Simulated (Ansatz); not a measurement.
`F[SiH2]N[SiH2]Cl`, 10 atoms. Total charge 0; spin multiplicity 1. All runs use 4 threads of a server CPU on a shared host. Correlated methods freeze the cores.

(1) How many basis functions does each run have, and how long does it take in Ansatz? RKS BLYP-D4/def2-TZVPP energy; RKS PBE0-D4/def2-TZVP frequencies; RKS PBE0-D4/def2-TZVP relaxation (11 steps); RKS PBE0-D4/def2-SVP energy; RHF-MP2/def2-QZVPP energy; RHF-CCSD(T)/def2-SVP energy; RKS r2SCANh-D4/def2-TZVPP energy; RKS ωB97M-V/def2-QZVPP energy; RKS ωB97M-V/def2-SVP energy; RKS PBE0-D4/def2-QZVPP energy; direct RPA on PBE orbitals/def2-TZVPP energy; RKS B97M-V/def2-TZVPP energy. (Best estimate.)

Answers

(1) Computed: Other jobs shared the machine, so times are rough.

```csv
level,job,functions,wall time,peak host memory (GiB)
RKS PBE0-D4/def2-SVP,energy,107,0.95 s,0.22
RKS BLYP-D4/def2-TZVPP,energy,258,2 s,0.36
RHF-CCSD(T)/def2-SVP,energy,107,3.3 s,0.45
direct RPA on PBE orbitals/def2-TZVPP,energy,258,4.2 s,0.59
RKS ωB97M-V/def2-SVP,energy,107,4.3 s,0.34
RKS r2SCANh-D4/def2-TZVPP,energy,258,4.5 s,0.76
RKS B97M-V/def2-TZVPP,energy,258,7.5 s,0.46
RKS PBE0-D4/def2-QZVPP,energy,474,8 s,2
RHF-MP2/def2-QZVPP,energy,474,16 s,2.8
RKS ωB97M-V/def2-QZVPP,energy,474,18 s,2.3
RKS PBE0-D4/def2-TZVP,relaxation (11 steps),203,33 s,0.58
RKS PBE0-D4/def2-TZVP,frequencies,203,120 s,0.59
```
